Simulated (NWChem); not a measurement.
Species: SbCl₂F; SMILES [F][Sb]([Cl])[Cl]

Computed with NWChem. Coordinates come from a PBE0/def2-SVP optimisation. def2 effective core potentials on Sb; no spin-orbit coupling. Level M06-L/def2-SVP: energy and gradient on several grids; changes count from the extra-fine grid, which is no exact limit either.

```json
[
 {"grid": "xcoarse", "size of the energy change (μHa)": "10000", "largest change of a gradient component (μHa/bohr)": "6000"},
 {"grid": "coarse", "size of the energy change (μHa)": "600", "largest change of a gradient component (μHa/bohr)": "1000"},
 {"grid": "medium", "size of the energy change (μHa)": "10", "largest change of a gradient component (μHa/bohr)": "300"},
 {"grid": "fine", "size of the energy change (μHa)": "10", "largest change of a gradient component (μHa/bohr)": "200"},
 {"grid": "xfine", "size of the energy change (μHa)": "< 10", "largest change of a gradient component (μHa/bohr)": "< 30"}
]
```
